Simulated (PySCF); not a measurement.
Bond stretch in GaH, singlet.

- RKS-PBE = restricted PBE/def2-TZVP in PySCF 2.14.0
- UKS-PBE = unrestricted PBE/def2-TZVP in PySCF
- UKS-M06-2X = unrestricted M06-2X/def2-TZVP (PySCF 2.14.0)
- UCCSD(T) = CCSD(T) on UHF/def2-TZVP, 9 core orbitals frozen (PySCF 2.14.0)

Energies relative to the lowest point of each curve near equilibrium, in eV; the last columns give the difference from UCCSD(T):

```csv
R / Å,RKS-PBE,UKS-PBE,UKS-M06-2X,UCCSD(T),RKS-PBE − UCCSD(T),UKS-PBE − UCCSD(T),UKS-M06-2X − UCCSD(T)
1.35,0.877,0.877,0.874,0.792,0.085,0.085,0.082
1.43,0.459,0.459,0.446,0.388,0.071,0.071,0.058
1.51,0.200,0.200,0.186,0.149,0.051,0.051,0.037
1.56,0.100,0.100,0.088,0.063,0.037,0.037,0.025
1.63,0.021,0.021,0.015,0.005,0.016,0.016,0.010
1.68,0.000,0.000,0.000,0.000,0.000,0.000,0.000
1.74,0.005,0.005,0.014,0.024,-0.019,-0.019,-0.010
1.80,0.036,0.036,0.055,0.075,-0.038,-0.038,-0.020
1.86,0.088,0.088,0.118,0.145,-0.057,-0.057,-0.028
1.95,0.195,0.195,0.242,0.280,-0.085,-0.085,-0.038
2.08,0.388,0.388,0.463,0.511,-0.122,-0.122,-0.048
2.27,0.713,0.713,0.832,0.880,-0.167,-0.167,-0.048
2.55,1.208,1.208,1.396,1.422,-0.214,-0.214,-0.027
2.77,1.573,1.573,1.818,1.805,-0.232,-0.232,0.013
3.04,1.973,1.973,2.215,2.199,-0.225,-0.225,0.017
3.39,2.407,2.350,2.520,2.569,-0.162,-0.219,-0.049
3.71,2.722,2.555,2.683,2.752,-0.030,-0.197,-0.069
4.15,3.048,2.723,2.804,2.845,0.203,-0.122,-0.041
4.52,3.246,2.806,2.856,2.869,0.377,-0.063,-0.014
5.04,3.440,2.871,2.881,2.880,0.560,-0.009,0.000
5.88,—,2.885,2.878,2.884,—,0.001,-0.006
6.69,—,2.886,2.878,2.885,—,0.001,-0.007
```

RKS-PBE is furthest from UCCSD(T) at 5.04 (0.560 eV, above); its mean absolute difference over the points is 0.138 eV.

UKS-PBE is furthest from UCCSD(T) at 2.77 (-0.232 eV, below); its mean absolute difference over the points is 0.092 eV.

UKS-M06-2X is furthest from UCCSD(T) at 1.35 (0.082 eV, above); its mean absolute difference over the points is 0.029 eV.

Dashes: no converged value, or the column stops at the first point that the program doubted or that broke a chosen test of continuity, which isn't proof of a fault.

The restricted form behind RKS-PBE keeps the bonding electrons paired and can't separate into open-shell fragments. The unrestricted determinant behind UKS-PBE is spin-contaminated at 3.39 to 6.69 Å (<S²> up to 1.0, against 0.00 for a pure singlet). The unrestricted determinant behind UKS-M06-2X is spin-contaminated at 3.04 to 6.69 Å (<S²> up to 1.0, against 0.00 for a pure singlet). The unrestricted determinant behind UCCSD(T) is spin-contaminated at 1.35 to 1.51, 2.55 to 6.69 Å (<S²> up to 1.0, against 0.00 for a pure singlet).
